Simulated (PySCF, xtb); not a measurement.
C5H7N, SMILES C#C/C=N/CC.

xtb 6.7.1 with GFN2-xTB at its own geometry gives an orbital gap of 3.04 eV and a dipole moment of 1.31 D.

Geometry optimised at B3LYP-D3(BJ)/def2-SVP. The structure was generated by enumeration; whether it is a known compound was not checked. One conformer was computed; it need not be the lowest.

**Question.** What does PBE/def2-TZVP in PySCF give? (The exact figures need the calculation; the answer reports its results.)

**Answer.** gap 3.78 eV (levels -6.12 and -2.34 eV), dipole 1.23 D.
